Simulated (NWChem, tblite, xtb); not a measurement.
A ladder of methods for SnH2ClO2 (SMILES [OH][Sn]([OH])[Cl])

SnH2ClO2: 6 atoms, total charge 0, spin state doublet. SMILES: `[OH][Sn]([OH])[Cl]`. The shape is that of a PBE0-D4/def2-TZVP optimisation. This is one conformer, not always the lowest.

```xyz
6

O    -0.4474    1.4005   -0.1583
Sn    0.3718   -0.3182   -0.6597
O     1.2565   -0.8479    1.0077
Cl   -1.3282   -1.8771   -1.1066
H    -1.1827    1.6664   -0.7185
H     1.3721   -0.0878    1.5892
```

Quantity: the electronic atomisation energy, in eV. The values are calculated. Electronic energies at fixed atoms, without zero-point motion or spin-orbit coupling.

| level | kind | program | value (eV) | CPU time (all runs) |
| --- | --- | --- | --- | --- |
| GFN1-xTB | semi-empirical | tblite | 27.51 | under 2 s |
| GFN2-xTB | semi-empirical | tblite | 22.25 | 2.9 s |
| GFN0-xTB | semi-empirical | xtb | 23.27 | under 2 s |
| UHF/def2-SVP (core potential) | Hartree–Fock | NWChem | 11.54 | 28 s |
| UPBE/def2-SVP (core potential) | GGA | NWChem | 19.46 | 75 s |
| UB3LYP/def2-SVP (core potential) | global hybrid | NWChem | 18.47 | 69 s |
| UM06-2X/def2-SVP (core potential) | hybrid meta-GGA | NWChem | 18.72 | 1.7 min |
| UPBE0/def2-SVP (core potential) | global hybrid | NWChem | 18.48 | 67 s |
| UMP2/def2-SVP (core potential) | perturbation theory | NWChem | 17.94 | 69 s |

The values span 11.54 to 27.51 eV. GFN0-xTB: no spin polarisation, so open shells miss the exchange term that lowers them. In the correlated wave-function rows the outer d shell of Sn is correlated, in sets not made for it. Times are those of the runs behind each value, whatever else they computed, on shared processors of several kinds: orders of magnitude only.
